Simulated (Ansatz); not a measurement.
```yaml
crystal:
  periodic: [false, false, false]
  atoms:
    - {symbol: Bi, position_ang: [-0.037033, -0.058964, 0.768424]}
    - {symbol: F, position_ang: [1.702546, -0.010597, -0.190845]}
    - {symbol: F, position_ang: [-0.876899, 1.528038, -0.219091]}
    - {symbol: F, position_ang: [-0.826600, -1.477907, -0.225104]}
basis:
  gaussian: {orbitals: def2-mTZVP, fitting: {mean_field: def2-universal-jkfit}}
hamiltonian: {xc: {name: rPW86-PBE}}
scf: {omitted_lower_state_checks: [starts]}
output: {forces: true}
```

```sh
$ ansatz run in.yaml --threads 4 --pin off --events-out ev --progress --plain --max-ram 3916MiB
```

Output, abridged:

```
Functional definition: rPW86-PBE
482 factors; integrals over basis functions are off by at most 1.6e0 eV
mean field evaluation 1: about -14006.5917 eV, gradient 7.9e1 eV
mean field evaluation 2: about -13912.3984 eV, gradient 2.4e2 eV
mean field evaluation 4: about -14014.6064 eV, gradient 3.1e1 eV
mean field evaluation 8: about -14016.0677 eV, gradient 9.1e-2 eV
mean field evaluation 16: about -14016.0686 eV, gradient 1.9e-5 eV
mean field -14016.06858887 eV, -515.0810202083 hartree, gradient 1.9e-5 eV, S^2 0.000000; 0 other end points of the search recorded, 0 dependent functions left out
reference -14016.06867675 eV, -515.0810234378 hartree; 25, 25 occupied and 68, 68 virtual orbitals, 482 factors
Total energy: -14016.06867675 eV, -515.0810234378 hartree
Atom 0 at    -0.037033    -0.058964     0.768424 Å, force     0.500682     2.946404     3.645343 eV/Å
Atom 1 at     1.702546    -0.010597    -0.190845 Å, force     1.517505    -0.022910    -0.927178 eV/Å
Atom 2 at    -0.876899     1.528038    -0.219091 Å, force    -0.226935     0.268544    -0.294054 eV/Å
Atom 3 at    -0.826600    -1.477907    -0.225104 Å, force    -1.791251    -3.192038    -2.424111 eV/Å
Dipole moment:    -0.046255    -0.164468     0.955808 e Å
Checks for a lower state left out: starts
```

Run time 1.1 s (4 threads of AMD EPYC 7R43 on a shared host).

In the def2 sets Bi takes a core potential; there is no spin–orbit coupling.
